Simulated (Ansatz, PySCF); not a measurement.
The pair A = HF (SMILES F) (first 2 atoms), B = Cl2 (SMILES ClCl); geometry from B3LYP-D3(BJ)/def2-TZVP.
(charge 0, multiplicity 1):
```xyz
4

F      0.45494     0.38366     0.11230
H      0.33875    -0.06120     0.92007
Cl    -0.36556     0.49031     4.01704
Cl     0.04588    -1.16417     2.94616
```

Frozen-core correlation. CBS(a, b) extrapolates the correlation energy as X⁻³ and adds the Hartree–Fock energy of set b. MP2 and its Hartree–Fock in aug-cc-pV(Q+d)Z are density fitted.

The values were computed with Ansatz (Gaussian basis) for Hartree–Fock, density functionals and correlated methods; PySCF for the dispersion terms. Values without a source in brackets are computed.

The monomers are drawn apart, rigid, along the line of their centres of mass. Counterpoise-corrected interaction energies (kcal/mol):

```json
[
 {"level": "PBE/def2-TZVPPD", "R = 4.385 Å": "-0.7976", "R = 5.315 Å": "-0.2245"},
 {"level": "PBE-D3(BJ)/def2-TZVPPD", "R = 4.385 Å": "-1.0561", "R = 5.315 Å": "-0.3172"},
 {"level": "wB97M-V/def2-TZVPPD", "R = 4.385 Å": "-0.7950", "R = 5.315 Å": "-0.2567"},
 {"level": "MP2/CBS(aug-cc-pV(T+d)Z, aug-cc-pV(Q+d)Z) + ΔCCSD(T)/aug-cc-pV(T+d)Z", "R = 4.385 Å": "-0.8173", "R = 5.315 Å": "-0.2521"}
]
```

R is the distance of the centres of mass. Find the local exponent m of E ∝ R⁻ᵐ between the two points.


m = ln(E₁/E₂)/ln(R₂/R₁): PBE/def2-TZVPPD 6.6; PBE-D3(BJ)/def2-TZVPPD 6.3; wB97M-V/def2-TZVPPD 5.9; MP2/CBS(aug-cc-pV(T+d)Z, aug-cc-pV(Q+d)Z) + ΔCCSD(T)/aug-cc-pV(T+d)Z 6.1. For scale, two fixed dipoles give m = 3, dipole and quadrupole 4, quadrupoles 5, and dispersion or dipole-induced dipole 6 at long range; at these distances several terms mix, and what is left of overlap and damping shifts m, so it need not match one of them.

Ansatz is a first-principles code.
